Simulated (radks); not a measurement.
Spherical quantum dot in the effective-mass picture: electrons in a well V = -V0 / (1 + exp((r - R)/a)) with V0 = 4.52, R = 9.55, a = 0.88, with a point charge +1 (a donor) at the centre, all in effective atomic units (hartree* = m*/eps^2 hartree, bohr* = eps/m* bohr), one dielectric constant everywhere. Method: non-relativistic Kohn-Sham, LDA (Slater exchange, Perdew-Wang correlation), spin-polarised, spherical densities; computed with a radial shooting solver with Libxc functionals. Levels are named by radial order and angular momentum (1s, 1p, 1d, 2s, ...), and open shells are averaged over m. Results are scaled to m* = 0.439 and eps = 4.8, for which hartree* = 518.5 meV and bohr* = 0.5786 nm.

N = 21, configuration 1s2 1p6 1d10 2s(up 1, down 0) 1f(up 2, down 0). This is the lowest configuration that the search found. Occupied and some empty levels:

level    occupation  eigenvalue (meV)  <r> (nm)
1s up             1           -813.44     2.789
1s down           1           -803.11     3.404
1p up             3           -790.02     3.609
1p down           3           -785.20     3.610
2s up             1           -777.38     1.803
1d up             5           -760.58     3.717
1d down           5           -755.78     3.715
2s down           0           -722.79     1.531
1f up             2           -720.05     3.813
1f down           0           -715.21     3.812
1g up             0           -669.47     3.903
1g down           0           -664.59     3.903
2p up             0           -626.25     2.702
2p down           0           -618.25     2.788
2d up             0           -559.68     3.128
2d down           0           -555.38     3.147

Energy (meV): total -32406.3, kinetic 1969.6, external -49145, Hartree 16912, exchange-correlation -2142.6.
